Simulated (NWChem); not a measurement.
Molecule: C$_{4}$H$_{7}$N; SMILES C1N(C)C=C1

```xyz
12

C      0.0384     1.7567     0.1819
N      0.0325     0.4356    -0.4126
C      0.9914    -0.5501    -0.0667
C      0.1047    -1.5473     0.2109
C     -1.0228    -0.5633    -0.0522
H     -0.8170     2.3479    -0.2045
H      0.9682     2.2856    -0.1126
H     -0.0138     1.7533     1.3006
H      2.0860    -0.4229    -0.1049
H      0.1581    -2.6341     0.3383
H     -1.6143    -0.2537     0.8368
H     -1.7130    -0.7888    -0.8944
```
Atoms are numbered in this order, from 1.

Program: NWChem. The geometry was optimised at PBE-D3(BJ)/def2-SVP. Level: M05-2X/def2-SVP with COSMO at NWChem's default radii, gas-phase geometry; the question gives the dielectric constant.

What does the run give for dielectric constant 46.7? Quantities: electrostatic solvation energy (kcal/mol); dipole in solution (D).

The electrostatic solvation energy (kcal/mol) comes out as -3.6 and the dipole in solution (D) is 1.11.
